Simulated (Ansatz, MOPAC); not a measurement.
Molecule: BeCl$_{2}$, charge 0, multiplicity 1. SMILES: [Cl][Be][Cl]

Atoms: Be1, Cl2, Cl3. Bonds: Be1-Cl2, Be1-Cl3.

Bond lengths (Å) and angles (degrees) optimised at AM1 with MOPAC; PM7 with MOPAC; MNDO with MOPAC; HF/6-31G* with Ansatz (a program for electronic structure); B3LYP/LANL2DZ with Ansatz; MP2/6-31G* with Ansatz, each started from the B3LYP-D3(BJ)/def2-TZVP structure (Ansatz) of the last column. A row stands for all coordinates that are equal there. 6-31G* holds six Cartesian d functions. No wavenumbers were computed at MNDO, B3LYP/LANL2DZ, MP2/6-31G*, so these may be saddle points.

```
coordinate     AM1    PM7   MNDO  HF/6-31G*  B3LYP/LANL2DZ  MP2/6-31G*  B3LYP-D3(BJ)/def2-TZVP
-----------  -----  -----  -----  ---------  -------------  ----------  ----------------------
Be1-Cl2      1.716  1.811  1.913      1.805          1.827       1.791                   1.804
Cl2-Be1-Cl3  180.0  180.0  180.0      180.0          180.0       180.0                   180.0
```

Mean signed difference of all 2 bond lengths from B3LYP-D3(BJ)/def2-TZVP: AM1 -0.088 Å, PM7 0.007 Å, MNDO 0.109 Å, HF/6-31G* 0.000 Å, B3LYP/LANL2DZ 0.023 Å, MP2/6-31G* -0.013 Å.
